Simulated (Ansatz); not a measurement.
The same group exchange along the group F, Cl, Br.

Program: Ansatz. Geometries: PBE0-D4/def2-TZVP. ΔE: electronic, gas phase. CBS: MP2 limit from def2 TZ/QZ plus the TZ coupled-cluster correction, frozen cores. This one scheme is used for every species. For Br outer-core shells are correlated without core-valence functions, which leaves a few kJ/mol of doubt a bond. Scalar relativity is left out up to krypton. One conformer a species, not always the lowest.

```csv
reaction,HF/CBS(def2) (kJ/mol),CCSD(T)/CBS(def2) (kJ/mol)
`C[SiH2][SiH2]F` + propane → `CC[SiH2]C` + `C[SiH2]F`,-49,-50
`C[SiH2][SiH2]Cl` + propane → `CC[SiH2]C` + `C[SiH2]Cl`,-41,-41
`C[SiH2][SiH2]Br` + propane → `CC[SiH2]C` + `C[SiH2]Br`,-39,-37
```

Largest T1 diagnostic: 0.012, for `C[SiH2][SiH2]F`.
